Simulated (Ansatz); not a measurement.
`N[SiH2][SiH2]S` + `OCS` → `SCO[SiH2]S` + `N[SiH3]`  (cleavage of the Si–Si bond)

Gas-phase electronic energies from Ansatz, PBE0-D4/def2-TZVP geometries. CCSD(T)/CBS adds triple-zeta CCSD(T) − MP2 to the extrapolated MP2 energy (def2 sets, frozen cores). This one scheme is used for every species. Functionals use def2-TZVPP. B3LYP here is the variant with VWN-RPA as its local correlation; programs differ in this. One conformer a species, not always the lowest.

```
         level  ΔE (kJ/mol)
         B3LYP       -109.6
CCSD/CBS(def2)       -111.2
```

Problem. What does CCSD(T)/CBS give? (An estimate is asked.)

Solution. Ansatz gave: -110.6 kJ/mol. The listed levels differ from it by 1.0, -0.6 kJ/mol.

Largest T1 diagnostic among the species: 0.012.

From PBE to PBE0 (25 % exact exchange), in def2-TZVPP and without D4, ΔE moves by −4.2 kJ/mol. In def2-TZVPP, CCSD(T) changes the Hartree–Fock value by +12.2 kJ/mol (the triples alone add +0.5 kJ/mol) and MP2 by +4.2 kJ/mol.

CCSD(T)/CBS has its own doubt, a few kJ/mol and more with outer-core shells, so smaller differences from it don't rank the levels.
